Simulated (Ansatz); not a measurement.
Geometry optimisation, Ansatz, UKS LDA/STO-3G.

Input:

```yaml
crystal:
  periodic: [false, false, false]
  atoms:
    - { symbol: C, position_ang: [-1.2855, -0.0325, 0.7] }
    - { symbol: "N", position_ang: [-0.1369, 0.4295, -0.0186] }
    - { symbol: Si, position_ang: [1.4256, 0.2381, 0.4983] }
    - { symbol: C, position_ang: [0.5066, -0.5856, -0.8423] }
    - { symbol: O, position_ang: [0.6165, -0.1952, -2.2139] }
    - { symbol: H, position_ang: [-1.5864, 0.7557, 1.4667] }
    - { symbol: H, position_ang: [-1.2185, -0.9697, 1.1693] }
    - { symbol: H, position_ang: [-2.1428, -0.0089, -0.0121] }
    - { symbol: H, position_ang: [1.3649, -0.2458, 1.9481] }
    - { symbol: H, position_ang: [2.1313, 1.5303, 0.2545] }
    - { symbol: H, position_ang: [-0.7374, 1.08709, -0.55579] }
    - { symbol: H, position_ang: [0.174, 0.6695, -2.3093] }
magnetization:
  spin_polarized: true
basis:
  gaussian: { orbitals: STO-3G }
hamiltonian:
  xc: lda
relax:
  f_tol: 0.02
  max_steps: 50
```

Run as:

```bash
$ ansatz run input.yaml --threads 1 --pin off --max-ram 2048MiB --backend cpu --events-out ev --progress --plain --runs-dir out
```

Problem. Where does it end, and by what steps?

Solution. It converged. Limits of this set-up: minimal basis. After 10 steps the energy has fallen by 2.514 eV; H10 moved furthest, 0.61 Å.

| step | energy less start (eV) | largest force component (eV/Å) | accepted |
| --- | --- | --- | --- |
| 0 | 0.0000 | 7.141 | yes |
| 1 | -1.7747 | 4.490 | yes |
| 2 | -2.2997 | 2.299 | yes |
| 3 | -2.4382 | 0.761 | yes |
| 4 | -2.2794 | 0.933 | no |
| 5 | -2.5006 | 0.346 | yes |
| 6 | -2.5079 | 0.136 | yes |
| 7 | -2.5105 | 0.101 | yes |
| 8 | -2.5129 | 0.065 | yes |
| 9 | -2.5134 | 0.032 | yes |
| 10 | -2.5136 | 0.019 | yes |

```xyz
12
Properties=species:S:1:pos:R:3
C -1.385 0.034 0.745
N -0.216 0.431 -0.107
Si 1.590 0.272 0.413
C 0.501 -0.730 -0.925
O 0.515 -0.408 -2.277
H -1.548 0.782 1.546
H -1.143 -0.946 1.193
H -2.302 -0.063 0.133
H 1.454 -0.346 1.728
H 1.765 1.712 0.705
H -0.459 1.317 -0.659
H 0.339 0.618 -2.410
```

Whether the end is a true minimum wasn't checked by a vibrational analysis.

The run took 27 s on 1 thread of Arm Neoverse V2 (shared host), peak memory 0.16 GiB.
